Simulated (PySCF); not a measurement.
MBr cations for M along the fifth-period p block

MP2 with triple-zeta basis sets in PySCF, for the lowest determinant that a PBE0 search found; no spin–orbit coupling. De refers to high-spin ground-configuration atoms (the charge goes to the atom of lower measured ionisation energy or higher electron affinity, which is not always the lowest computed limit).

```tsv
M	basis	reference, frozen orbitals	charged atom	state (unpaired electrons)	Re (Å)	ωe (cm⁻¹)	De (eV)
In	def2-TZVPPD	UHF, 13	In+	doublet (σ ↑)	2.424	239	0.44
Sn	def2-TZVPPD	RHF, 13	Sn+	singlet (closed shell)	2.387	311	3.93
Sb	def2-TZVPPD	UHF, 13	Sb+	doublet (π ↑)	2.366	327	3.24
```

The shortest bond is that of SbBr⁺ (2.366 Å), the longest that of InBr⁺ (2.424 Å). SnBr⁺ is bound most strongly (3.93 eV) and InBr⁺ least (0.44 eV).

The state changes along the series, so neighbouring rows are not always alike in their bonding.

Correlated steps freeze 13 core orbitals. Weak bonds: InBr⁺. Basis-set superposition, not corrected here, can be much of De in a small basis, most of all at correlated wavefunction levels. These are scalar-relativistic numbers at best; spin–orbit coupling would shift them, the dissociation energy most. For an ion De counts to the pair picked by the measured ionisation energies or electron affinities, which need not be the lowest pair at this level. Where the molecule has an RHF reference, its open-shell atoms are computed with UHF. States were picked by a PBE0 search and need not be the measured ground states.
